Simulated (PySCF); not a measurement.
## Single point on TiBr⁺

State: triplet, unpaired electrons π ↑, δ ↑, a mixture of terms (⟨Lz²⟩ = 4.6), a second solution, started from another occupation.

An equivalent input (the run itself took its basis sets from the Basis Set Exchange, started from a PBE0 density and held the occupation σ 13α 13β, πx 6α 6β, πy 7α 6β, δx 2α 1β, δy 1α 1β):

```python
from pyscf import gto, dft
mol = gto.M(atom='Ti 0 0 0; Br 0 0 2.297', basis={'Ti': 'def2-TZVPPD', 'Br': 'def2-TZVPPD'},
            charge=1, spin=2, verbose=4, symmetry='C2v')
mf = dft.UKS(mol, xc='PBE0')
mf.grids.atom_grid = (80, 434)
mf.grids.prune = dft.gen_grid.treutler_prune
mf.irrep_nelec = {'A1': (15, 14), 'A2': (1, 1), 'B1': (6, 6), 'B2': (7, 6)}
mf.conv_tol = 1e-9
mf.max_cycle = 60
mf.diis_space = 10
mf.kernel()
```

The log (some set-up lines and the per-cycle HOMO/LUMO lines removed):

```
******** <class 'pyscf.dft.uks_symm.SymAdaptedUKS'> ********
method = SymAdaptedUKS
damping factor = 0
level_shift factor = 0
DIIS = <class 'pyscf.scf.diis.CDIIS'>
diis_start_cycle = 1
diis_space = 10
diis_damp = 0
SCF conv_tol = 1e-09
SCF conv_tol_grad = None
SCF max_cycles = 60
number electrons alpha = 29  beta = 27
Set gradient conv threshold to 3.16228e-05
init E= -3422.8560002255
cycle= 1 E= -3422.856189574  delta_E= -0.000189  |g|= 0.000309  |ddm|= 0.00067
cycle= 2 E= -3422.85618945591  delta_E= 1.18e-07  |g|= 0.000585  |ddm|= 0.000812
cycle= 3 E= -3422.85618962455  delta_E= -1.69e-07  |g|= 5.88e-05  |ddm|= 0.000522
cycle= 4 E= -3422.8561896263  delta_E= -1.75e-09  |g|= 1.05e-05  |ddm|= 5.45e-05
cycle= 5 E= -3422.85618962653  delta_E= -2.28e-10  |g|= 6.74e-06  |ddm|= 2.28e-05
Extra cycle  E= -3422.85618962665  delta_E= -1.23e-10  |g|= 8.4e-06  |ddm|= 2.35e-05
converged SCF energy = -3422.85618962665  <S^2> = 2.0096523  2S+1 = 3.006428
```

Repeating this along the bond gives Re = 2.329 Å and ωe = 370 cm⁻¹.

A point of this curve took 8.4 CPU seconds beside 2.2 for the integrals, on Arm Neoverse V1 (shared host).

Spin–orbit coupling is left out.
